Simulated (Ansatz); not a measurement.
```xyz
16

C     0.8526    1.0334   -0.9152
C     0.6913    0.2949    0.4048
C    -0.3792    0.9438    1.2691
C     0.4078   -1.1877    0.1837
Ga   -1.2507   -1.5526   -0.7791
F    -1.8044   -3.1595   -1.1951
F    -2.4015   -0.3617   -1.3538
H     1.1338    2.0762   -0.7511
H     1.6234    0.5739   -1.5396
H    -0.0884    1.0354   -1.4770
H     1.6453    0.3581    0.9453
H    -0.4948    0.4214    2.2224
H    -1.3477    0.9407    0.7564
H    -0.1308    1.9850    1.4870
H     1.2058   -1.6705   -0.3895
H     0.3377   -1.7309    1.1316
```

Charge 0, multiplicity 1.

(1) List the B3LYP/def2-TZVPP orbital energies in eV (Ansatz). (An estimate is asked.)

Answers

(1) Computed: Occupied: -10138.34, -1250.01, -1107.29, -1107.15, -1107.14, -670.39, -670.33, -277.51, -277.50, -276.84, -276.83, -150.24, -103.73, -103.44, -103.38, -30.90, -30.75, -23.51, -23.44, -23.39, -23.30, -23.07, -22.48, -19.13, -19.12, -15.81, -13.48, -12.96, -12.62, -12.34, -11.34, -11.16, -10.84, -10.73, -10.56, -10.39, -10.32, -10.00, -9.71, -9.64, -8.56. Lowest empty: -0.95, -0.90, 0.55, 1.22, 1.66, 1.94, 2.15, 2.23.

B3LYP here is the variant with VWN-RPA as its local correlation; programs differ in this.
